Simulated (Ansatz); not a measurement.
System: C3H7Si (charge -1, singlet). It need not be the lowest isomer of its formula. Whether it binds its extra electron was not tested at this geometry. 
Structure (B3LYP-D3(BJ)/def2-TZVP (Ansatz, a program for electronic structure) minimum search):
```
C
H 1 1.0922
H 1 1.0938 2 109.05
C 1 1.4687 2 110.64 3 122.69
C 4 1.3399 1 127.52 2 -141.55
H 5 1.0841 4 121.76 1 -174.63
H 5 1.0855 6 116.93 4 -178.08
H 4 1.0895 5 117.47 6 -0.08
Si 1 2.0262 2 106.51 3 -116.37
H 9 1.5428 1 95.16 2 -72.40
H 9 1.5486 10 93.33 1 -95.89
```
Charge -1, spin multiplicity 1.

Total electronic energies in hartree. Correlated levels leave the core frozen unless marked. Spin-orbit coupling is left out. Non-relativistic. Basis-set limits of correlation are two-point, X^-3; Hartree-Fock from the larger set.

```json
[
 {"level": "PBE/def2-TZVPD", "program": "Ansatz", "energy (Eh)": "-407.72482"},
 {"level": "PBE-D4/def2-TZVPD", "program": "Ansatz + dftd4", "energy (Eh)": "-407.73466"},
 {"level": "BLYP/def2-TZVPD", "program": "Ansatz", "energy (Eh)": "-407.97388"},
 {"level": "PBE0-D4/def2-TZVP", "program": "Ansatz + dftd4", "energy (Eh)": "-407.77428"},
 {"level": "BHLYP-D4/def2-TZVPD", "program": "Ansatz + dftd4", "energy (Eh)": "-407.97061"},
 {"level": "BHLYP/def2-TZVPD", "program": "Ansatz", "energy (Eh)": "-407.95912"},
 {"level": "r2SCANh-D4/def2-TZVPD", "program": "Ansatz + dftd4", "energy (Eh)": "-407.93297"},
 {"level": "wB97X-V/def2-TZVPD", "program": "Ansatz", "energy (Eh)": "-407.95676"},
 {"level": "B2GP-PLYP/def2-TZVPD", "program": "Ansatz", "energy (Eh)": "-407.73038"},
 {"level": "MP2/cc-pV(D+d)Z", "program": "Ansatz", "energy (Eh)": "-407.08126"},
 {"level": "MP2/cc-pV(Q+d)Z", "program": "Ansatz", "energy (Eh)": "-407.30240"},
 {"level": "MP2/CBS(aug-cc-pV(T+d)Z,aug-cc-pV(Q+d)Z)", "program": "Ansatz", "energy (Eh)": "-407.3356"},
 {"level": "SCS-MP2/6-31G*", "program": "Ansatz", "energy (Eh)": "-406.99346"},
 {"level": "SCS-MP2/aug-cc-pV(T+d)Z", "program": "Ansatz", "energy (Eh)": "-407.27505"},
 {"level": "CCSD(T)/CBS(aug-cc-pV(T+d)Z,aug-cc-pV(Q+d)Z)", "program": "Ansatz", "energy (Eh)": "-407.4034"}
]
```

Totals of different functionals don't rank their quality; only differences between species are comparable.
